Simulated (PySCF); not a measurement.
How the method changes the constants of CaS

State: ¹Σ⁺ (singlet), closed shell. Set-up: PySCF, no relativity, basis sets Ca def2-SVPD, S def2-SVPD. De refers to Ca + S in their high-spin ground configurations, without counterpoise correction. A positive dipole means Ca(−)S(+).

```json
{"Level": "RHF", "Re (Å)": "2.363", "ωe (cm⁻¹)": "480", "De (eV)": "1.41", "μ (D)": "-13.32", "CPU s a point (SCF and correlation, without the integrals)": "0.087"}
{"Level": "RHF-MP2", "Re (Å)": "2.389", "ωe (cm⁻¹)": "423", "De (eV)": "2.84", "μ (D)": "n/a", "CPU s a point (SCF and correlation, without the integrals)": "0.13"}
{"Level": "RHF-SCS-MP2", "Re (Å)": "2.393", "ωe (cm⁻¹)": "422", "De (eV)": "2.65", "μ (D)": "n/a", "CPU s a point (SCF and correlation, without the integrals)": "n/a"}
{"Level": "RHF-CCSD", "Re (Å)": "2.388", "ωe (cm⁻¹)": "434", "De (eV)": "2.38", "μ (D)": "n/a", "CPU s a point (SCF and correlation, without the integrals)": "n/a"}
{"Level": "RHF-CCSD(T)", "Re (Å)": "2.409", "ωe (cm⁻¹)": "409", "De (eV)": "2.63", "μ (D)": "n/a", "CPU s a point (SCF and correlation, without the integrals)": "1.3"}
{"Level": "LDA", "Re (Å)": "2.290", "ωe (cm⁻¹)": "487", "De (eV)": "4.64", "μ (D)": "-9.42", "CPU s a point (SCF and correlation, without the integrals)": "0.32"}
{"Level": "PBE", "Re (Å)": "2.319", "ωe (cm⁻¹)": "471", "De (eV)": "4.05", "μ (D)": "-9.65", "CPU s a point (SCF and correlation, without the integrals)": "0.63"}
{"Level": "r²SCAN", "Re (Å)": "2.315", "ωe (cm⁻¹)": "485", "De (eV)": "4.13", "μ (D)": "-10.49", "CPU s a point (SCF and correlation, without the integrals)": "0.81"}
{"Level": "PBE0", "Re (Å)": "2.310", "ωe (cm⁻¹)": "488", "De (eV)": "3.67", "μ (D)": "-10.71", "CPU s a point (SCF and correlation, without the integrals)": "1.1"}
{"Level": "B97-3", "Re (Å)": "2.322", "ωe (cm⁻¹)": "477", "De (eV)": "3.54", "μ (D)": "-10.51", "CPU s a point (SCF and correlation, without the integrals)": "0.52"}
{"Level": "M06-2X", "Re (Å)": "2.326", "ωe (cm⁻¹)": "477", "De (eV)": "3.22", "μ (D)": "-11.27", "CPU s a point (SCF and correlation, without the integrals)": "0.89"}
{"Level": "LC-ωPBE", "Re (Å)": "2.292", "ωe (cm⁻¹)": "513", "De (eV)": "3.54", "μ (D)": "-12.15", "CPU s a point (SCF and correlation, without the integrals)": "0.82"}
```

What are the measured Re and ωe, and which levels come closest?

Re = 2.3178 Å and ωe = 462.23 cm⁻¹ (Huber and Herzberg, Constants of Diatomic Molecules (1979)). Closest are PBE for the length (off by 0.001 Å) and PBE for the frequency (off by 1.8 %).

| Level | error in Re (pm) | error in ωe (%) |
| --- | --- | --- |
| RHF | 4.6 | 3.8 |
| RHF-MP2 | 7.2 | -8.4 |
| RHF-SCS-MP2 | 7.6 | -8.6 |
| RHF-CCSD | 7.0 | -6.2 |
| RHF-CCSD(T) | 9.1 | -11.6 |
| LDA | -2.7 | 5.4 |
| PBE | 0.1 | 1.8 |
| r²SCAN | -0.3 | 4.9 |
| PBE0 | -0.8 | 5.5 |
| B97-3 | 0.4 | 3.2 |
| M06-2X | 0.8 | 3.1 |
| LC-ωPBE | -2.5 | 11.0 |

Correlated steps freeze 10 core orbitals. Correlated levels converge slowly with the basis: in double zeta they bind strong bonds too weakly, by up to about 1 eV, and carry superposition errors of some tenths. Where the molecule has an RHF reference, its open-shell atoms are computed with UHF. The CCSD T1 diagnostic is raised, a sign that a single reference may not be enough here.

The whole job (state search and all levels along the bond) took about 1.9 min on 1 thread of Intel Xeon 6975P-C (shared host), peak memory 0.66 GiB.
